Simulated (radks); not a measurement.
Values are calculated unless marked as measured or tabulated.
The neodymium ion Nd+ inside a hard spherical wall (all orbitals vanish at R), configuration held at [Xe] 4f4 6s1 and not refilled when levels cross. Code: a radial shooting solver on a logarithmic mesh with Libxc functionals. Model: scalar-relativistic Kohn-Sham, LDA (Slater exchange, Perdew-Wang correlation), spin-unpolarised, spherical densities, point nucleus. Eigenvalues in eV, with the zero of energy where the potential of the charges vanishes at infinity; a dash marks a level that is unbound or too diffuse for the functional's potential to be trusted. A positive occupied level is held by the wall or, in an anion where self-interaction has pushed it up, behind a barrier. The pressure on the wall is -dE/dV.

R (bohr) = free: E (hartree) -9616.8777; kinetic (hartree) 10233.461; e(5s) -46.624; e(5p) -28.190; e(6s) -8.450; e(4f) -7.917; e(5d, empty) -7.531; e(6p, empty) -5.377; pressure (GPa) 0
R (bohr) = 15: E (hartree) -9616.8777; kinetic (hartree) 10233.461; e(5s) -46.624; e(5p) -28.189; e(6s) -8.450; e(4f) -7.917; e(5d, empty) -7.531; e(6p, empty) -5.377; pressure (GPa) < 0.0001
R (bohr) = 12: E (hartree) -9616.8776; kinetic (hartree) 10233.462; e(5s) -46.621; e(5p) -28.186; e(6s) -8.447; e(4f) -7.913; e(5d, empty) -7.528; e(6p, empty) -5.360; pressure (GPa) 0.000814
R (bohr) = 10: E (hartree) -9616.8772; kinetic (hartree) 10233.467; e(5s) -46.594; e(5p) -28.159; e(6s) -8.418; e(4f) -7.886; e(5d, empty) -7.503; e(6p, empty) -5.260; pressure (GPa) 0.0146
R (bohr) = 7: E (hartree) -9616.8609; kinetic (hartree) 10233.576; e(5s) -46.166; e(5p) -27.748; e(6s) -7.752; e(4f) -7.454; e(5d, empty) -7.071; e(6p, empty) -3.828; pressure (GPa) 0.878
R (bohr) = 6: E (hartree) -9616.8279; kinetic (hartree) 10233.744; e(5s) -45.669; e(5p) -27.278; e(6s) -6.627; e(4f) -6.933; e(5d, empty) -6.476; e(6p, empty) -1.856; pressure (GPa) 3.53
R (bohr) = 5: E (hartree) -9616.7257; kinetic (hartree) 10234.206; e(5s) -44.659; e(5p) -26.329; e(6s) -3.595; e(4f) -5.813; e(5d, empty) -5.058; e(6p, empty) 2.856; pressure (GPa) 16.5
R (bohr) = 3.5: E (hartree) -9615.7796; kinetic (hartree) 10238.378; e(5s) -39.252; e(5p) -20.797; e(6s) 16.886; e(4f) 0.756; e(5d, empty) 3.725; e(6p, empty) 29.758; pressure (GPa) 323
R (bohr) = 3: E (hartree) -9614.3834; kinetic (hartree) 10244.198; e(5s) -33.534; e(5p) -14.331; e(6s) 39.599; e(4f) 7.661; e(5d, empty) 13.366; e(6p, empty) 56.753; pressure (GPa) 1130
R (bohr) = 2.5: E (hartree) -9610.5721; kinetic (hartree) 10258.682; e(5s) -20.837; e(5p) 0.693; e(6s) 88.609; e(4f) 21.448; e(5d, empty) 34.506; e(6p, empty) 112.06; pressure (GPa) 4660
R (bohr) = 2: E (hartree) -9598.7231; kinetic (hartree) 10299.239; e(5s) 12.954; e(5p) 40.838; e(6s) 205.36; e(4f) 50.593; e(5d, empty) 86.934; e(6p, empty) 238.36; pressure (GPa) 24200
